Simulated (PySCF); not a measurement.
# SMILES C#C/C=C/C(=C)CC, C₈H₁₀

Molfile (atoms numbered from 1):
```
C8H10
     RDKit          3D

 18 17  0  0  0  0  0  0  0  0999 V2000
    3.7214    0.8478    1.7070 C   0  0  0  0  0  0  0  0  0  0  0  0
    2.6531    0.7344    1.1671 C   0  0  0  0  0  0  0  0  0  0  0  0
    1.4006    0.6259    0.5383 C   0  0  0  0  0  0  0  0  0  0  0  0
    0.9057   -0.5447    0.1090 C   0  0  0  0  0  0  0  0  0  0  0  0
   -0.3677   -0.7495   -0.5514 C   0  0  0  0  0  0  0  0  0  0  0  0
   -0.7153   -1.9746   -0.9538 C   0  0  0  0  0  0  0  0  0  0  0  0
   -1.3009    0.4158   -0.7456 C   0  0  0  0  0  0  0  0  0  0  0  0
   -2.0658    0.7228    0.5429 C   0  0  0  0  0  0  0  0  0  0  0  0
    4.6547    0.9398    2.1771 H   0  0  0  0  0  0  0  0  0  0  0  0
    0.8631    1.5577    0.4222 H   0  0  0  0  0  0  0  0  0  0  0  0
    1.5026   -1.4371    0.2532 H   0  0  0  0  0  0  0  0  0  0  0  0
   -0.0758   -2.8276   -0.7999 H   0  0  0  0  0  0  0  0  0  0  0  0
   -1.6510   -2.1644   -1.4514 H   0  0  0  0  0  0  0  0  0  0  0  0
   -0.7431    1.2988   -1.0629 H   0  0  0  0  0  0  0  0  0  0  0  0
   -2.0164    0.1747   -1.5338 H   0  0  0  0  0  0  0  0  0  0  0  0
   -2.7381    1.5648    0.3934 H   0  0  0  0  0  0  0  0  0  0  0  0
   -1.3817    0.9634    1.3532 H   0  0  0  0  0  0  0  0  0  0  0  0
   -2.6542   -0.1417    0.8423 H   0  0  0  0  0  0  0  0  0  0  0  0
  1  2  3  0
  2  3  1  0
  3  4  2  0
  4  5  1  0
  5  6  2  0
  5  7  1  0
  7  8  1  0
  1  9  1  0
  3 10  1  0
  4 11  1  0
  6 12  1  0
  6 13  1  0
  7 14  1  0
  7 15  1  0
  8 16  1  0
  8 17  1  0
  8 18  1  0
M  END
```

Theory: TDDFT B3LYP/def2-SVPD excited states, vertical, gas phase in PySCF. Geometry: GFN2-xTB.

States above about 6.3 eV lie in this functional's continuum (it starts at minus the energy of the highest occupied orbital, well below the true ionisation energy for most functionals) and depend on the basis.

Q: How strongly do the lowest singlets absorb one photon, and two photons of half the energy?

A: δ for parallel linear polarisation; σ at the peak of a Lorentzian of half width 0.1 eV, single beam; Ω is circular over linear.
```
state  E (eV)      f  photon λ (nm)  δ (au)  σ (GM)     Ω                                main
   S1    4.68  0.674            530    55.1    0.44  0.64                      HOMO→LUMO 0.95
   S2    4.89  0.000            508    0.22    0.00  1.22                    HOMO−1→LUMO 0.98
   S3    5.74  0.007            432    1190   14.29  0.80  HOMO→LUMO+1 0.57, HOMO−2→LUMO 0.30
   S4    5.84  0.024            425    1510   18.83  0.68  HOMO−2→LUMO 0.50, HOMO→LUMO+3 0.20
   S5    6.15  0.009            403    37.2    0.52  1.06  HOMO→LUMO+3 0.42, HOMO→LUMO+2 0.23
```

Among these, the strongest one-photon state is S1, the strongest two-photon state S4, with a dipole change of 1.7 D (relaxed, norm of the difference vector).
